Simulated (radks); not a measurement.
Ionisation of the gold ion Au+, [Xe] 4f14 5d10, to [Xe] 4f14 5d9 as the strength of local exchange is varied. Calculated with a radial shooting solver on a logarithmic mesh with Libxc functionals: Dirac Kohn-Sham, Slater X-alpha exchange (alpha = 2/3 is LDA exchange), no correlation, spin-unpolarised, spherical densities, finite nucleus; Fermi nuclear charge, rms radius 5.4371 fm.

alpha  E(Au+) (hartree)  exchange (hartree)  IE (eV)  -e of the level emptied (eV)  <r> of it (bohr)
0.564       -18971.4271           -292.0530   17.790                12.223 (5d5/2)             1.660
0.616       -18998.3746           -319.4667   18.590                12.930 (5d5/2)             1.639
0.667       -19024.8437           -346.4329   19.395                13.645 (5d5/2)             1.620
0.768       -19077.3795           -400.0691   21.051                15.126 (5d5/2)             1.584
0.841       -19115.4473           -439.0281   22.296                16.249 (5d5/2)             1.559
x           -19013.9398           -335.3196   19.061                13.348 (5d5/2)             1.628

Which alpha was used in the last row?

Answer. alpha = 0.646. NIST Atomic Spectra Database: 20.20 eV (measured). The Delta-SCF value meets it near alpha = 0.72. Spin polarisation and multiplet splitting are left out, so open shells lie too high by an amount that depends on their filling.

Beside tabulated values, note that spin-unpolarised runs miss the spin-polarisation part of the exchange energy of open shells.
